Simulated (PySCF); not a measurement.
**Energy of Cr⁺ (chromium, charge +1) between two integer charges**

The 3d alpha orbital of [Ar] 3d5 is emptied in steps (occupation f), with all orbitals relaxed, ending at [Ar] 3d4. Calculation: PySCF 2.14, in def2-SVP; the non-relativistic Hamiltonian (point nucleus). The exact energy is a straight line in f; departures are measured from the line between the end points of the same method.

| f | PBE0 (eV) | r2SCAN (eV) | LC-wPBE (eV) |
| --- | --- | --- | --- |
| 1 | 0.000 | 0.000 | 0.000 |
| 0.8 | -0.731 | -1.006 | -0.298 |
| 0.6 | -1.108 | -1.521 | -0.461 |
| 0.4 | -1.120 | -1.532 | -0.475 |
| 0.2 | -0.755 | -1.029 | -0.326 |
| 0 | 0.000 | 0.000 | 0.000 |

Problem. For PBE0, how does the orbital energy at f = 1 compare with the removal energy?

Solution. −ε = 12.582 eV against a total-energy difference of 17.101 eV. By Janak's theorem ε = ∂E/∂f, so the gap between them reflects the curvature. Along the path −ε is 14.322 (f = 0.8), 16.117 (f = 0.6), 17.972 (f = 0.4), 19.890 (f = 0.2) eV.

```json
{"method": "PBE0", "E(f=0) − E(f=1) (eV)": "17.101", "−ε at f=1 (eV)": "12.582", "−ε at f=0.4 (eV)": "17.972"}
{"method": "r2SCAN", "E(f=0) − E(f=1) (eV)": "17.122", "−ε at f=1 (eV)": "10.886", "−ε at f=0.4 (eV)": "18.344"}
{"method": "LC-wPBE", "E(f=0) − E(f=1) (eV)": "17.154", "−ε at f=1 (eV)": "15.351", "−ε at f=0.4 (eV)": "17.475"}
```

Reference removal energy between the ground levels: 16.486 eV (measured; NIST Atomic Spectra Database, ionization energies). The calculation has no spin-orbit coupling. The determinant left behind need not be the lowest term of the ion.
